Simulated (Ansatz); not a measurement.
C₄H₈F₂Ge (SMILES C=[CH][Ge]([F])([F])[CH2]C), singlet, geometry from GFN2-xTB, with bond 10-2 at 1.8 times its length; Ansatz (a quantum-chemistry and plane-wave program) with SC-NEVPT2/STO-3G, CASSCF(2,2).

The Ansatz input:
Ansatz 0.2 input:
```yaml
crystal:
  periodic: [false, false, false]
  atoms:
    - {symbol: C, position_ang: [-2.92444379, -0.15859293, 0.51132240]}
    - {symbol: C, position_ang: [-1.95045471, -0.69085634, -0.20302957]}
    - {symbol: Ge, position_ang: [-0.07406755, -0.05945115, -0.08292953]}
    - {symbol: F, position_ang: [-0.13312711, 1.39128370, 0.92731501]}
    - {symbol: F, position_ang: [0.27717796, 0.67774363, -1.65528259]}
    - {symbol: C, position_ang: [1.60433398, -1.04800265, 0.43287963]}
    - {symbol: C, position_ang: [2.82602365, -0.15009191, 0.32081728]}
    - {symbol: H, position_ang: [-2.73428483, 0.63642026, 1.21482572]}
    - {symbol: H, position_ang: [-3.94838892, -0.48954391, 0.41878845]}
    - {symbol: H, position_ang: [-2.28487687, -2.11999138, -1.47726656]}
    - {symbol: H, position_ang: [1.47345963, -1.40505736, 1.45334884]}
    - {symbol: H, position_ang: [1.69610605, -1.91437884, -0.22054884]}
    - {symbol: H, position_ang: [2.94227604, 0.20890310, -0.69985622]}
    - {symbol: H, position_ang: [3.72321571, -0.69867032, 0.60284344]}
    - {symbol: H, position_ang: [2.72481041, 0.71360120, 0.97505259]}
basis:
  gaussian:
    orbitals: STO-3G
magnetization: {spin_polarized: false}
correlation: {method: sc_nevpt2, electrons: all, active_space: {window: {electrons: 2, orbitals: 2}}}
```

Q: Predict the main parts of the log of this Ansatz run.

A: 
```
Functional definition: HF
720 factors; integrals over basis functions are off by at most 4.5e-5 eV
mean field evaluation 1: about -65354.5427 eV, gradient 2.8e1 eV
mean field evaluation 2: about -65354.7295 eV, gradient 2.8e1 eV
mean field evaluation 4: about -65358.9672 eV, gradient 4.4e0 eV
mean field evaluation 8: about -65359.0523 eV, gradient 1.1e-2 eV
mean field -65359.04748662 eV, -2401.9006931798 hartree, gradient 2.7e-6 eV, S^2 0.000000; 0 other end points of the search recorded, 0 dependent functions left out; unrestricted orbitals would lower it
reference -65359.04748662 eV, -2401.9006931798 hartree; 41, 41 occupied and 15, 15 virtual orbitals, 720 factors
state -65361.26805204 eV, -2401.9822974538 hartree
state -65361.26805204 eV, -2401.9822974538 hartree; corrected -65368.99538191 eV, -2402.2662715888 hartree
Total energy: -65368.99538191 eV, -2402.2662715888 hartree
```
